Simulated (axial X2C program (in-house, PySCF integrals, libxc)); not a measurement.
## Spin–orbit effects along a row: molecules with Ti (ions), PBE0

All values come from calculations with an axial X2C code built on PySCF integrals, spin-free (one-electron X2C) or two-component (2c: spin–orbit coupling with atomic mean-field Coulomb and Gaunt terms, which also bring small scalar terms), in Dyall basis sets with cores contracted in-house; open shells are unrestricted.

Basis sets: B dyall-v3z, F dyall-av3z, Li dyall-cv3z, N dyall-av3z, O dyall-av3z, Ti dyall-cv3z.

```
molecule   spin-free state  Re (Å)  ωe (cm⁻¹)  De (eV)  2c state  Re 2c (Å)  ωe 2c (cm⁻¹)  De 2c (eV)
   LiTi⁺    M_S = 1, Λ = 2   3.042      259.8     1.18     Ω = 1      3.042         259.7         n/a
    TiB⁺    M_S = 2, Λ = 2   2.075      495.5     2.50     Ω = 4      2.075         494.9         n/a
    TiN⁺    M_S = 0, Λ = 0   1.505     1230.0     4.73     Ω = 0      1.505        1229.9         n/a
    TiO⁺  M_S = 1/2, Λ = 2   1.556     1147.9     6.48   Ω = 3/2      1.556        1147.7         n/a
    TiF⁺    M_S = 1, Λ = 0   1.716      814.3     5.62     Ω = 1      1.716         814.3         n/a
```

Q: Work out the shifts from the spin-free to the two-component result.

A: 

| molecule | 2c state | ΔRe (Å) | Δωe (cm⁻¹) | ΔDe (eV) |
| --- | --- | --- | --- | --- |
| LiTi⁺ | Ω = 1 | 0.000 | -0.1 | n/a |
| TiB⁺ | Ω = 4 | 0.000 | -0.6 | n/a |
| TiN⁺ | Ω = 0 | 0.000 | -0.1 | n/a |
| TiO⁺ | Ω = 3/2 | 0.000 | -0.2 | n/a |
| TiF⁺ | Ω = 1 | 0.000 | 0.0 | n/a |

Shifts of one unit in the last digit are rounding.

Fragments in 2c: Ti + Li+, Ti+ + B, Ti+ + N, Ti+ + O, Ti+ + F. Each entry is the lowest single determinant of a limited PBE0 search at one distance. De goes to single-determinant-based atoms at the same level (for ions the charge split of lowest energy) and is withheld (n/a) where an atom does not fit its ground term or J level. Main or longest-lived isotopes. One determinant is a doubtful description, or other states lie close, for LiTi⁺, TiB⁺, TiO⁺, TiF⁺; these need not be ground states, and all values refer to the states named. Some open-shell Ω = 0 determinants are out of reach, so the Ω given for TiB⁺, TiF⁺ need not be the lowest component. With several unpaired electrons the Ω given is that of one determinant, not necessarily of the lowest component. The functionals have no current term, which raises determinants with orbital currents.
